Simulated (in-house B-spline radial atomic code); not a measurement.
Er II (Er+): [Xe] 4f12 6s1

All numbers are computed (Dirac-Kohn-Sham HSE06, spherical fractional occupations; Fermi nucleus of rms radius 5.2516 fm) with an all-electron radial atomic-structure program (B-spline basis), not measured.

Effective charges: Z_r = [3n² - l(l+1)]/(2<r>) from the radius, Z_e = n√(-2ε) from the energy, and Slater's rules. Values are occupation-weighted means over j. An effective charge above Z reflects the relativistic contraction of the inner shells.

```csv
shell,electrons,ε (eV),<r> (bohr),Z_r,Z_e,Slater
1s,2,-57435,0.02037,73.64,64.97,67.70
2s,2,-9681.7,0.08588,69.87,53.35,63.85
2p,6,-8604.9,0.07634,65.50,50.30,63.85
3s,2,-2188.4,0.2247,60.08,38.05,56.75
3p,6,-1855.2,0.2236,55.90,35.03,56.75
3d,10,-1417.5,0.2038,51.53,30.62,46.85
4s,2,-443.89,0.5082,47.23,22.85,40.25
4p,6,-332.8,0.5381,42.74,19.78,40.25
4d,10,-178.36,0.5844,35.93,14.48,28.85
5s,2,-61.16,1.26,29.77,10.60,12.05
5p,6,-34.773,1.494,24.43,7.99,12.05
4f,12,-11.331,0.8207,21.93,3.65,18.15
6s,1,-8.9047,3.704,14.58,4.85,3.20
```

The least bound orbital is 6s1/2 at -8.905 eV, and it is also the most diffuse (<r> = 3.704 bohr).

Spin-orbit splittings of the orbital energies (j = l + 1/2 above j = l - 1/2 when positive): 2p 917.3 eV, 3p 193.6 eV, 3d 42.19 eV, 4p 43.62 eV, 4d 7.982 eV, 5p 5.442 eV, 4f 1.131 eV.

For the 1s electron the small component carries 6.48 % of the norm, the zero-frequency Breit interaction raises the level by 184 eV, self-energy by 112.1 eV, and vacuum polarisation lowers it by 19.39 eV.

Caution: exact exchange at fractional occupations of open shells leaves self-interaction of up to several eV.
